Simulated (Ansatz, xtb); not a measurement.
## C4H7F3N+: which of two isomers lies lower

We compare a, `FC(F)(F)[C@@H]1CC[NH2+]1`, a singlet, with b, `C=[N+](C)CC(F)(F)F`, a singlet. Both are isolated ions in the gas phase, relaxed with B3LYP/def2-SVP; the shapes shown needn't be the lowest conformers.

a (Å):

```xyz
15

C    -1.4528    0.5387   -0.8932
C     0.0660    0.3700   -0.8984
C     0.7019   -0.7217   -1.7836
C     1.4719   -1.2143   -0.5410
F    -2.0277   -0.6359   -0.5716
F    -1.8135    1.4380    0.0215
F    -1.8626    0.9172   -2.0908
N     0.5771   -0.3419    0.3525
H     0.5403    1.3577   -0.9785
H    -0.0316   -1.4502   -2.1549
H     1.3099   -0.3580   -2.6205
H     1.4127   -2.2751   -0.2683
H     2.5073   -0.8590   -0.4642
H     1.0343    0.2374    1.0696
H    -0.1697   -0.8854    0.8113
```

b (Å):

```xyz
15

C    -2.2592   -0.4049    0.3196
C    -0.7324    0.3644    2.0371
C     0.0918   -0.6272   -0.1227
C     0.4744    0.5198   -1.0735
F    -0.5710    0.8310   -1.8502
F     1.4878    0.1338   -1.8292
F     0.8210    1.6121   -0.3838
N    -1.0550   -0.2472    0.7305
H    -2.4502   -0.8568   -0.6591
H    -3.0962   -0.0866    0.9497
H    -1.6555    0.6764    2.5392
H    -0.0795    1.2306    1.8618
H    -0.1990   -0.3786    2.6482
H     0.9494   -0.8702    0.5176
H    -0.1692   -1.5084   -0.7235
```

Which of the two would you expect CCSD(T)/def2-SVP + ΔMP2/def2-TZVPP electronic energies to favour?

Too close to call at this level: CCSD(T)/def2-SVP + ΔMP2/def2-TZVPP gives E(b) − E(a) = −0.28 kcal/mol.

How the difference moves with the method:

```
                             level        geometry  E(b) − E(a) (kcal/mol)  departure from the last row (kcal/mol)  job, with rough time for the two
                          GFN2-xTB        GFN2-xTB                     −3.60                                   −3.32              optimisation, 0.12 s
                         HF/STO-3G        GFN2-xTB                    +22.38                                  +22.66              single point, 0.34 s
                r2SCAN-D4/def2-SVP        GFN2-xTB                     +0.76                                   +1.04               single point, 3.4 s
                    B3LYP/def2-SVP  B3LYP/def2-SVP                     −1.76                                   −1.48                optimisation, 35 s
                       HF/def2-SVP  B3LYP/def2-SVP                     −3.73                                   −3.44           part of the CCSD(T) run
                      MP2/def2-SVP  B3LYP/def2-SVP                     +0.47                                   +0.76           part of the CCSD(T) run
                  CCSD(T)/def2-SVP  B3LYP/def2-SVP                     −1.82                                   −1.54                      single point
CCSD(T)/def2-SVP + ΔMP2/def2-TZVPP  B3LYP/def2-SVP                     −0.28                                                        single point, 90 s
```

As drawn, b has 1 C=N, 2 C–H in place of 2 C–C, 2 N–H. Structure a has a 4-membered ring, b no ring.

The largest departure from CCSD(T)/def2-SVP + ΔMP2/def2-TZVPP is that of HF/STO-3G, 22.66 kcal/mol. The last row adds to CCSD(T) the change of the MP2 difference between the two basis sets, here +1.54 kcal/mol.

With thermal terms from frequencies at re-optimised GFN2-xTB minima (ideal gas, soft modes damped towards free rotors, one conformer each, 298.15 K, 1 atm): on the last row, ΔE + ΔZPE = −2.41, ΔH = −1.94, ΔG = −2.69 kcal/mol.

The correlated steps freeze 8 core orbitals. Mirror images aren't counted in ΔG. Codes used: Ansatz 0.2.0, xtb 6.7.1; the last row on 4 threads of Arm Neoverse V2 on a shared host.
